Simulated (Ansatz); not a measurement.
Molecule: sum formula H₂SiO₂ (charge +1, doublet). 
Coordinates optimised at B3LYP-D3(BJ)/def2-TZVP (Ansatz, a quantum-chemistry and plane-wave program):
```
Si
O 1 1.5662
H 2 0.9688 1 136.47
O 1 1.5662 2 130.85 3 0.00
H 4 0.9688 1 136.47 2 0.00
```
Charge +1, spin multiplicity 2.

Basis-set convergence of Hartree-Fock and MP2 correlation energies (hartree) with Ansatz. Cores are frozen in the correlated levels unless marked. Open shells are spin-unrestricted. Spin-orbit coupling is left out. No relativistic terms.

```tsv
basis	functions	E(HF)	E(corr, MP2)
cc-pV(D+d)Z	61	-439.59590	-0.43400
cc-pV(T+d)Z	127	(withheld)	(withheld)
```

Task: What belongs in the gaps?

Result: 
- cc-pV(T+d)Z, E(HF): -439.67793
- cc-pV(T+d)Z, E(corr, MP2): -0.55031
